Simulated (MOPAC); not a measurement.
Input for MOPAC: PM7 on H5NSi2 (SMILES N[Si][SiH3]), a point of a torsion scan.

```
PM7 1SCF PRECISE CHARGE=0 THREADS=1
H5NSi2

N      1.64896451 1    -0.52139522 1     0.29114448 1
Si     0.82430871 1     0.72325819 1     1.22616559 1
Si    -1.01582360 1     1.30615903 1    -0.00155556 1
H      2.34180948 1    -0.22475607 1    -0.38046437 1
H      2.06494296 1    -1.26899277 1     0.83051018 1
H     -1.11699046 1     2.77718284 1     0.10745253 1
H     -1.48770495 1     1.03958270 1    -1.37256499 1
H     -2.11753938 1     0.79951665 1     0.84647699 1
```

Program output:

```
*******************************************************************************
 **                                                                           **
 **                              MOPAC v23.2.5                                **
 **                                                                           **
 *******************************************************************************
 ** MOPAC's Digital Object Identifier: https://doi.org/10.5281/zenodo.6511958 **
 **                                                                           **
 ** Please cite the open-source release paper for use of this MOPAC version:  **
 ** J. E. Moussa and J. J. P. Stewart (2026)                                  **
 ** MOPAC: An open-source semiempirical molecular orbital program             **
 ** J. Open Source Softw., 11(119), 8025, https://doi.org/10.21105/joss.08025 **
 *******************************************************************************

                              PM7 CALCULATION RESULTS

 *******************************************************************************
 *  PM7        - The PM7 Hamiltonian to be used
 *
 *
 *
 *                 CHARGE ON SYSTEM = 0
 *
 *
 *
 *  PRECISE    - TIGHTER CRITERIA TO BE USED
 *  1SCF       - DO 1 SCF AND THEN STOP
 *  THREADS=1  - MULTI-THREADING NOT USED
 *  T=         - A TIME OF 172800.0 SECONDS REQUESTED
 *  DUMP=N     - RESTART FILE WRITTEN EVERY 7200.0 SECONDS REQUESTED
 *******************************************************************************
PM7 1SCF PRECISE CHARGE=0 THREADS=1
 H5NSi2

   ATOM   CHEMICAL          X               Y               Z
  NUMBER   SYMBOL      (ANGSTROMS)     (ANGSTROMS)     (ANGSTROMS)

     1       N          1.64896451  *  -0.52139522  *   0.29114448  *
     2      Si          0.82430871  *   0.72325819  *   1.22616559  *
     3      Si         -1.01582360  *   1.30615903  *  -0.00155556  *
     4       H          2.34180948  *  -0.22475607  *  -0.38046437  *
     5       H          2.06494296  *  -1.26899277  *   0.83051018  *
     6       H         -1.11699046  *   2.77718284  *   0.10745253  *
     7       H         -1.48770495  *   1.03958270  *  -1.37256499  *
     8       H         -2.11753938  *   0.79951665  *   0.84647699  *



          CARTESIAN COORDINATES

    NO.       ATOM           X           Y           Z

     1         N          1.6490     -0.5214      0.2911
     2        Si          0.8243      0.7233      1.2262
     3        Si         -1.0158      1.3062     -0.0016
     4         H          2.3418     -0.2248     -0.3805
     5         H          2.0649     -1.2690      0.8305
     6         H         -1.1170      2.7772      0.1075
     7         H         -1.4877      1.0396     -1.3726
     8         H         -2.1175      0.7995      0.8465

 General Reference for PM7:
 "Optimization of Parameters for Semiempirical Methods VI: More Modifications to the
 NDDO Approximations and Re-optimization of Parameters", J. J. P. Stewart, J. Mol. Mod., 1:32, 19 (2013)
 https://link.springer.com/article/10.1007/s00894-012-1667-x

           Empirical Formula: H5 N Si2  =     8 atoms



      MOLECULAR POINT GROUP   :   C1


      RHF CALCULATION, NO. OF DOUBLY OCCUPIED LEVELS = 9


 -------------------------------------------------------------------------------
 PM7 1SCF PRECISE CHARGE=0 THREADS=1
 H5NSi2



     1SCF WAS SPECIFIED, SO BFGS WAS NOT USED
     SCF FIELD WAS ACHIEVED


                              PM7 CALCULATION
                                                       MOPAC v23.2.5 Linux




          FINAL HEAT OF FORMATION =         61.07310 KCAL/MOL =     255.52985 KJ/MOL


          COSMO AREA              =        125.14 SQUARE ANGSTROMS
          COSMO VOLUME            =        118.34 CUBIC ANGSTROMS

          IONIZATION POTENTIAL    =          9.252783 EV
          HOMO LUMO ENERGIES (EV) =         -9.253 -1.011
          NO. OF FILLED LEVELS    =          9
          MOLECULAR WEIGHT        =         75.2172         POINT GROUP:  C1

          MOLECULAR DIMENSIONS (Angstroms)

            Atom       Atom       Distance
            H     6    H     5     5.19799
            H     8    H     4     3.34287
            H     7   Si     2     2.84039


          SCF CALCULATIONS        =          1





   ATOM   CHEMICAL          X               Y               Z
  NUMBER   SYMBOL      (ANGSTROMS)     (ANGSTROMS)     (ANGSTROMS)

     1       N          1.64896451  *  -0.52139522  *   0.29114448  *
     2      Si          0.82430871  *   0.72325819  *   1.22616559  *
     3      Si         -1.01582360  *   1.30615903  *  -0.00155556  *
     4       H          2.34180948  *  -0.22475607  *  -0.38046437  *
     5       H          2.06494296  *  -1.26899277  *   0.83051018  *
     6       H         -1.11699046  *   2.77718284  *   0.10745253  *
     7       H         -1.48770495  *   1.03958270  *  -1.37256499  *
     8       H         -2.11753938  *   0.79951665  *   0.84647699  *

                             CARTESIAN COORDINATES

   1    N        1.648964510    -0.521395220     0.291144480
   2   Si        0.824308710     0.723258190     1.226165590
   3   Si       -1.015823600     1.306159030    -0.001555560
   4    H        2.341809480    -0.224756070    -0.380464370
   5    H        2.064942960    -1.268992770     0.830510180
   6    H       -1.116990460     2.777182840     0.107452530
   7    H       -1.487704950     1.039582700    -1.372564990
   8    H       -2.117539380     0.799516650     0.846476990


           Empirical Formula: H5 N Si2  =     8 atoms



      MOLECULAR POINT GROUP   :   C1


                  EIGENVALUES
 -35.62557 -18.53853 -16.66246 -15.00927 -12.13849 -11.98021 -11.15296 -10.29099
  -9.25278  -1.01120   0.61509   2.86843   2.92155   3.36513   6.01402   6.61164
   8.52510  18.43091  19.02577  19.74575  19.81032  20.48973  21.76865  22.07441
  22.27945  22.83002  23.35294


              NET ATOMIC CHARGES AND DIPOLE CONTRIBUTIONS

  ATOM NO.   TYPE          CHARGE      No. of ELECS.   s-Pop       p-Pop       d-Pop
    1          N          -0.595958        5.5960     1.57781     4.01814
    2         Si           0.025981        3.9740     0.72280     3.12188     0.12934
    3         Si          -0.020681        4.0207     0.90163     3.02327     0.09578
    4          H           0.258182        0.7418     0.74182
    5          H           0.257967        0.7420     0.74203
    6          H           0.017732        0.9823     0.98227
    7          H           0.021345        0.9787     0.97865
    8          H           0.035433        0.9646     0.96457
 DIPOLE           X         Y         Z       TOTAL
 POINT-CHG.     0.338     0.081    -0.110     0.365
 HYBRID         3.279     0.791     1.456     3.674
 SUM            3.617     0.872     1.346     3.957


          ATOMIC ORBITAL ELECTRON POPULATIONS

     Atom    s        px        py        pz      x^2-y^2     xz        z^2       yz        xy
    1  N   1.57781   1.40554   1.30011   1.31249
    2 Si   0.72280   0.99043   1.01817   1.11328   0.03185   0.02273   0.01915   0.03016   0.02546
    3 Si   0.90163   1.01417   0.99216   1.01694   0.02751   0.02783   0.02407   0.00646   0.00990
    4  H   0.74182
    5  H   0.74203
    6  H   0.98227
    7  H   0.97865
    8  H   0.96457

 **********************
 *                    *
 * JOB ENDED NORMALLY *
 *                    *
 **********************




 == MOPAC DONE ==
```

The run finished.

Cost: very roughly 0.06 core-seconds.
